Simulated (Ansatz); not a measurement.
`COC(=N)O` + `[SnH4]` → `CO[C](=N)[SnH3]` + H₂O  (formal exchange of groups at a C–O bond)

Isolated molecules relaxed with PBE0-D4/def2-TZVP in Ansatz; ΔE leaves out vibrations. CBS: MP2 limit from def2 TZ/QZ plus the TZ coupled-cluster correction, frozen cores. This one scheme is used for every species. Functionals use def2-TZVPP. Elements past krypton have def2 core potentials. For Sn outer-core shells are correlated without core-valence functions, which leaves a few kJ/mol of doubt a bond. One conformer a species, not always the lowest.

Q: Is it downhill or uphill in electronic energy at CCSD(T)/CBS, and by how much? (An estimate is asked.)

A: The calculation gave: Nearly level: ΔE = -0.01 eV.

Q: What do these levels give: B2PLYP, PBE0, MP2/def2-TZVPP, CCSD/def2-TZVPP, MP2/def2-QZVPP, SCS-MP2/def2-QZVPP? (Estimate.)

A: Ansatz gave: B2PLYP 0.15, PBE0 0.26, MP2/def2-TZVPP 0.02, CCSD/def2-TZVPP 0.13, MP2/def2-QZVPP -0.04, SCS-MP2/def2-QZVPP 0.01 eV.

Largest T1 diagnostic among the species: 0.014.

The D4 term adds −0.07 eV with B3LYP and −0.04 eV with PBE0; it sums over pairs of atoms, weighted by their polarisabilities, and B3LYP, whose exchange is more repulsive, gets the larger term. From PBE to PBE0 (25 % exact exchange), in def2-TZVPP and without D4, ΔE moves by +0.07 eV. In def2-TZVPP, CCSD(T) changes the Hartree–Fock value by −0.34 eV (the triples alone add −0.05 eV) and MP2 by −0.41 eV.

B3LYP here is the variant with VWN-RPA as its local correlation; programs differ in this.
